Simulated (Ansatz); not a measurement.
`FC(F)(Cl)C(F)(F)Cl`, 8 atoms. Total charge 0; spin multiplicity 1. Hardware: A = 2 threads of an AMD EPYC 7R13 on a shared host and a share of an NVIDIA H100 80 GB; B = 2 threads of an AMD EPYC 7R13 on a shared host. Correlated methods freeze the cores. Open-shell runs search over several starts.

(1) How many basis functions does each run have, and how long does it take in Ansatz? UHF-CCSD(T)/def2-TZVPP energy of the cation [A]; UKS ωB97M-V/def2-TZVPP energy of the cation [B]; RKS r2SCANh-D4/def2-TZVPP energy [B]; RHF-CCSD(T)/def2-SVP energy [A]; UKS ωB97X-V/def2-TZVPP energy of the cation [B]; RKS LC-ωPBE/def2-TZVPP energy [B]; RKS PBE0-D4/def2-QZVPP energy [A]; RHF-MP2/def2-QZVPP energy [A]; UKS r2SCAN-D4/def2-TZVPP energy of the cation [B]; RHF-CCSD(T)/def2-TZVPP energy [A]; UHF-MP2/def2-QZVPP energy of the cation [A]; UKS PBE-D4/def2-TZVPP energy of the cation [B]. (An estimate is asked.)

Results:

(1) Ansatz gave: Other jobs shared the machine, so times are rough.

```json
{"level": "RHF-CCSD(T)/def2-SVP", "job": "energy [A]", "functions": "120", "wall time": "2.3 s", "peak host memory (GiB)": "0.8"}
{"level": "RKS PBE0-D4/def2-QZVPP", "job": "energy [A]", "functions": "482", "wall time": "2.6 s", "peak host memory (GiB)": "1.1"}
{"level": "RHF-MP2/def2-QZVPP", "job": "energy [A]", "functions": "482", "wall time": "5.5 s", "peak host memory (GiB)": "1.1"}
{"level": "RHF-CCSD(T)/def2-TZVPP", "job": "energy [A]", "functions": "270", "wall time": "6 s", "peak host memory (GiB)": "0.87"}
{"level": "RKS LC-ωPBE/def2-TZVPP", "job": "energy [B]", "functions": "270", "wall time": "6.5 s", "peak host memory (GiB)": "0.61"}
{"level": "RKS r2SCANh-D4/def2-TZVPP", "job": "energy [B]", "functions": "270", "wall time": "10 s", "peak host memory (GiB)": "0.98"}
{"level": "UHF-MP2/def2-QZVPP", "job": "energy of the cation [A]", "functions": "482", "wall time": "21 s", "peak host memory (GiB)": "1.2"}
{"level": "UHF-CCSD(T)/def2-TZVPP", "job": "energy of the cation [A]", "functions": "270", "wall time": "34 s", "peak host memory (GiB)": "0.95"}
{"level": "UKS PBE-D4/def2-TZVPP", "job": "energy of the cation [B]", "functions": "270", "wall time": "58 s", "peak host memory (GiB)": "1.1"}
{"level": "UKS ωB97X-V/def2-TZVPP", "job": "energy of the cation [B]", "functions": "270", "wall time": "97 s", "peak host memory (GiB)": "2.1"}
{"level": "UKS ωB97M-V/def2-TZVPP", "job": "energy of the cation [B]", "functions": "270", "wall time": "110 s", "peak host memory (GiB)": "2.2"}
{"level": "UKS r2SCAN-D4/def2-TZVPP", "job": "energy of the cation [B]", "functions": "270", "wall time": "2.3 min", "peak host memory (GiB)": "1.2"}
```

LC-ωPBE has ω = 0.4 bohr⁻¹.
